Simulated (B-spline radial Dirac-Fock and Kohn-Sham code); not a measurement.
## K-line shifts caused by a second vacancy in Bi¹⁴⁺

System: the Bi¹⁴⁺ ion, configuration [Xe] 4f14 5d1.

These are calculated numbers from an atomic code on a B-spline grid; the model is Dirac-Fock (average of configuration) total-energy differences with a finite nucleus, the Breit interaction including its frequency dependence, and self-energy and vacuum-polarisation corrections. Each two-hole energy is an average over J within one jj subconfiguration, not an observable level; in light atoms, where LS coupling holds, the j-resolved values are not observed lines, and for a K spectator the Kα1 hypersatellite is nearly forbidden. Correlation and solid-state effects are left out.

Lines without a spectator: Kα2 (K-L2) 74810.1 eV, Kα1 (K-L3) 77103.4 eV, Kβ3 (K-M2) 86824.5 eV, Kβ1 (K-M3) 87343.7 eV. Shifts in eV with one spectator hole (a dash: not computed, or left out as unreliable):

| spectator hole | Kα2 | Kα1 | Kβ3 | Kβ1 |
| --- | --- | --- | --- | --- |
| K (1s) | +1174.7 | +1290.0 | +1529.1 | +1556.5 |
| L2 (2p1/2) | +157.4 | +219.5 | – | +398.7 |
| L3 (2p3/2) | +104.3 | +120.1 | +275.5 | – |
| M2 (3p1/2) | – | +36.4 | +66.1 | +78.7 |
| M3 (3p3/2) | +16.89 | – | +51.3 | +53.0 |
| M4 (3d3/2) | +5.41 | +2.30 | – | – |
| M5 (3d5/2) | -0.61 | +4.29 | – | – |
